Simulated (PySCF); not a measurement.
Ni (nickel, neutral) across methods

[Ar] 3d9 4s1, high-spin 3D determinant (an excited configuration). All numbers are calculated (PySCF 2.14, no relativity, point nucleus, in aug-cc-pVDZ (7s6p4d2f, 59 functions)).

| method | E (hartree) | mean ε 3d α (eV) | mean ε 3d β (eV) | mean ε 4s α (eV) | Σ⟨r²⟩ (bohr²) | ⟨S²⟩ |
| --- | --- | --- | --- | --- | --- | --- |
| M06 | -1508.253 | -7.934 | -6.558 | -5.600 | 32.26 | 2.004 |
| LDA | -1505.640 | -5.415 | -4.304 | -5.010 | 32.60 | 2.000 |
| PBE | -1508.064 | -5.168 | -4.091 | -4.813 | 32.91 | 2.000 |
| LC-wPBE | -1508.094 | -9.865 | -8.792 | -7.465 | 32.52 | 2.000 |
| B97-3 | -1508.153 | -7.549 | -6.326 | -5.196 | 32.66 | 2.002 |
| UHF | -1506.82703 | -13.171 | -11.663 | -6.431 | 33.24 | 2.001 |
| revPBE | -1508.211 | -5.104 | -4.024 | -4.746 | 32.98 | 2.000 |
| r2SCAN | -1508.282 | -5.256 | -4.099 | -5.090 | 32.39 | 2.001 |
| PBE0 | -1508.067 | -7.198 | -6.037 | -5.314 | 32.51 | 2.000 |
